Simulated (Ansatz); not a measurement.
Species: GaH₃Se, charge 0, singlet. GaH3Se (SMILES [GaH2][SeH]).
B3LYP-D3(BJ)/def2-TZVP minimum from Ansatz (a quantum-chemistry and plane-wave program):
```xyz
5

Ga     0.2661     0.0136    -1.1550
H     -0.8086    -0.5957    -2.1095
H      1.6387     0.6307    -1.5697
Se    -0.2952    -0.0314     1.1159
H      0.9575     0.6113     1.5435
```
Charge 0, spin multiplicity 1.

Quantity: atomisation energy (electronic, to ground-state atoms), in kcal/mol. Open shells are spin-unrestricted; no spin-orbit coupling. Cores are frozen in correlated methods (noble-gas shells, and filled d and f shells in the p block). No relativity. CBS(X,Y): correlation extrapolated as X^-3, Hartree-Fock from the larger set (Q,5: extrapolated as (X+1)exp(-9√X)). A bracket is a step between two methods taken in the basis named. Double hybrids freeze cores in their MP2 part. Where a partner has so few electrons that a lower coupled-cluster level is exact, that level stands in.

CCSD(T)/CBS(cc-pVQZ,cc-pV5Z) + [CCSDT(Q) - CCSD(T)]/cc-pVTZ + [CCSDTQ - CCSDT(Q)]/cc-pVDZ (Ansatz) gives 275.9 kcal/mol.

Task: What does PBE/def2-TZVPD (Ansatz) give here, and how do the other levels compare?

Result: PBE gives 272.1 kcal/mol, 3.8 kcal/mol below it. Differences of the others: B3LYP/def2-TZVPD (Ansatz) -5.6; wB97M-V/def2-TZVPD (Ansatz) -2.1; B2PLYP/def2-TZVPD (Ansatz) -7.9; CCSD(T)/CBS(cc-pVQZ,cc-pV5Z) (Ansatz) -0.3 kcal/mol.
